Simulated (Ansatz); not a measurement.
System: InCl2, charge -1, multiplicity 1. 
Geometry from a B3LYP-D3(BJ)/def2-TZVP (Ansatz, a program for electronic structure) optimisation:
```
In
Cl 1 2.5993
Cl 1 2.5993 2 100.71
```
Charge -1, spin multiplicity 1.

Basis-set convergence of Hartree-Fock and CCSD correlation energies (hartree) with Ansatz. Valence correlation only, unless marked. No spin-orbit coupling. The frozen core is the preceding noble-gas configuration, with the filled d and f shells of earlier blocks. In def2 rows, elements after Kr have scalar-relativistic effective core potentials.

| basis | functions | E(HF) | E(corr, CCSD) |
|---|---|---|---|
| def2-SVPD | 86 | -1108.12989 | -0.37757 |
| def2-TZVPPD | 158 | -1108.42882 | -0.48393 |
| def2-QZVPPD | 246 | -1108.45413 | -0.52403 |

Extrapolating the two largest sets (X = 3 and 4) as X^-3: E(corr) = (64·(-0.52403) - 27·(-0.48393))/37 = -0.5533 Eh, an estimate of the basis-set limit. The largest set recovers 94.7 % of it, the smallest 68.2 %.
